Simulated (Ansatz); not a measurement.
Mulliken charges of `N=[C](O)[GeH2][OH]` from B3LYP/def2-TZVPP in Ansatz (PBE0-D4/def2-TZVP geometry).

| atom | x (Å) | y (Å) | z (Å) | charge (e) |
| --- | --- | --- | --- | --- |
| N1 | 1.384 | 0.375 | 1.344 | -0.250 |
| C2 | 0.832 | -0.176 | 0.351 | 0.053 |
| O3 | 1.572 | -0.851 | -0.543 | -0.272 |
| Ge4 | -1.103 | -0.184 | -0.074 | 0.392 |
| O5 | -1.395 | 0.341 | -1.745 | -0.416 |
| H6 | 0.714 | 0.858 | 1.935 | 0.148 |
| H7 | 2.494 | -0.792 | -0.245 | 0.194 |
| H8 | -1.704 | -1.589 | 0.002 | 0.006 |
| H9 | -1.745 | 0.792 | 0.933 | -0.029 |
| H10 | -0.967 | 1.175 | -1.955 | 0.174 |

Q: By hand: the dipole of these point charges (1 e Å = 4.8032 D).

A: Σ q r = (-0.120, 0.060, 0.399) e Å, of length 0.421 e Å = 2.02 D.

Q: How does the dipole of the full density compare? (An estimate is asked.)

A: Ansatz gave: (-0.024, 0.182, 0.147) e Å, 1.13 D; the point charges give 1.79 times that, at 43° from its direction.

Point charges leave out the atoms' own dipoles, such as those of lone pairs, and Mulliken's split depends on the basis, so the two needn't agree.

B3LYP here is the variant with VWN-RPA as its local correlation; programs differ in this.
